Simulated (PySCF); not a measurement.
SiHF, SMILES [SiH]F (connectivity only; charge and spin as stated), neutral, multiplicity 1. Atoms are numbered in the order given.

```xyz
3

Si     0.1183     0.5903     0.0000
H     -1.3914     0.8970     0.0000
F     -0.0295    -1.0179     0.0000
```
Charge 0, spin multiplicity 1.

Geometry: r2SCAN-D4/def2-TZVPD. The isomer is the one that the SMILES or the coordinates give; other isomers of the formula were not compared.

Calculation: TDA-M06-2X/def2-TZVPD run with PySCF.

Vertical excitations. Isolated molecule, no solvent. State labels are in the subgroup Cs.

Computed excitation energies, oscillator strengths and character:
```csv
state,symmetry,energy (eV),λ (nm),f,main pairs
S1,A",3.01,412,0.033,HOMO→LUMO 96 %
S2,A',5.53,224,0.086,HOMO→LUMO+1 85 %
S3,A',6.49,191,0.148,HOMO→LUMO+2 86 %
S4,A",7.67,162,0.010,"HOMO−1→LUMO 66 %, HOMO→LUMO+5 30 %"
S5,A',7.74,160,0.356,"HOMO→LUMO+3 80 %, HOMO→LUMO+4 14 %"
S6,A",8.25,150,0.342,"HOMO→LUMO+5 63 %, HOMO−1→LUMO 24 %"
S7,A',8.31,149,0.075,"HOMO→LUMO+4 82 %, HOMO→LUMO+3 15 %"
S8,A",8.65,143,0.041,"HOMO→LUMO+9 58 %, HOMO→LUMO+7 33 %"
S9,A',8.72,142,0.042,HOMO→LUMO+6 93 %
S10,A',8.76,142,0.148,HOMO→LUMO+8 91 %
T1,A",1.70,729,0,HOMO→LUMO 97 %
T2,A',4.54,273,0,"HOMO→LUMO+1 78 %, HOMO→LUMO+2 13 %"
T3,A",6.34,196,0,HOMO−1→LUMO 91 %
T4,A',6.35,195,0,"HOMO→LUMO+2 48 %, HOMO→LUMO+3 39 %"
```
Triplets are in the Tamm–Dancoff approximation.
